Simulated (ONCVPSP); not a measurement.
## Before and after: ONCV potential for gallium

| Quantity | Value |
| --- | --- |
| Element | gallium |
| Generator | ONCVPSP 4.0.1 |
| Type | optimised norm-conserving Vanderbilt (ONCV) |
| Functional | PW91 |
| Relativity | scalar-relativistic |
| Frozen core | [Ar] 3d10 |
| Valence charge | 3 |
| Reference configuration | 4s2 4p1 |
| Partial waves | 4s: rc 1.55 bohr, ncon 3, nbas 7, qcut 4.3 1/bohr, 1 projector; 4p: rc 2.80 bohr, ncon 4, nbas 8, qcut 3.1 1/bohr, 1 projector; d scattering state at 0.2 Ha: rc 2.45 bohr, ncon 4, nbas 6, qcut 3.5 1/bohr, 3 projectors, debl 3.7 Ha |
| Local potential | polynomial inside 1.45 bohr (lpopt 5, dvloc0 6 Ha) |
| Core correction | Teter function, fcfact 2.5, rcfact 1.45 |

Change: reference 4s1 4p2.

Cutoffs: the cutoffs (Ha) at which the residual kinetic energy of the hardest occupied pseudo-wave falls to 1 and 0.1 mHa per electron; they do not see the model core or the augmentation charge, which bear on the density cutoff. Errors are all-electron minus pseudo energies relative to the spin-unpolarised reference configuration.

Question: What does the change do?

Answer: The potential gets neither clearly harder nor softer (7.4 Ha and 9.9 Ha → 7.6 Ha and 10 Ha); the range in which the d phases agree narrows (upper end at the end of the scan → 3.3); neither file shows a bound ghost.

```tsv
quantity	base	changed
cutoff, loose	7.4 Ha	7.6 Ha
cutoff, tight	9.9 Ha	10 Ha
loose cutoff by channel	s 7.4 Ha, p 2.1 Ha	s 7.6 Ha, p 2.2 Ha
bound ghosts	none	none
GHOST(+) flags under 300 eV	none	none
largest error over its own tests, meV	-167	-115
s: phases at 1.57 bohr within 0.05 rad from the reference energy up to (Ha; the scan ends near 5)	1.8	1.8
p: phases at 2.84 bohr within 0.05 rad from the reference energy up to (Ha; the scan ends near 5)	1.0	1.0
d: phases at 2.49 bohr within 0.05 rad from the reference energy up to (Ha; the scan ends near 5)	to the end of the scan	3.3
rms error of d²Exc/dni dnj with the model core, mHa	1.73	2.79
```

Base: The cutoffs count occupied waves only; projector 3 of the d channel, the hardest unoccupied one, needs 41 Ha at the loose tolerance. Changed file: The cutoffs count occupied waves only; projector 3 of the d channel, the hardest unoccupied one, needs 40 Ha at the loose tolerance.
